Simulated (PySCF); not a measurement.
B3LYP has the VWN-RPA correlation part, as in Gaussian. Delta-SCF ions had no search for a lower state. Excitations are Tamm–Dancoff values on a coarser integration grid. The basis has no diffuse functions, so Rydberg states are missing or too high.

Z-matrix (Å, degrees):
```
In
O 1 1.9981
H 2 0.9625 1 113.17
O 1 1.9983 2 105.95 3 180.00
H 4 0.9625 1 113.18 2 -179.99
C 1 2.1604 2 127.12 3 -0.16
H 6 1.0876 1 109.81 2 19.65
H 6 1.0881 7 109.95 1 -120.49
H 6 1.0889 7 109.55 8 -120.18
```
Charge 0, spin multiplicity 1.

Predict the vertical ionisation energy (Delta-SCF), brightest of the four lowest singlets (TDA), T1 excitation (TDA), HOMO and HOMO–LUMO gap from B3LYP-D3(BJ)/def2-TZVP (PySCF 2.14.0).


- vertical ionisation energy (Delta-SCF): 9.91 eV
- brightest of the four lowest singlets (TDA): 5.79 eV
- T1 excitation (TDA): 4.56 eV
- HOMO: -7.73 eV
- HOMO–LUMO gap: 6.29 eV
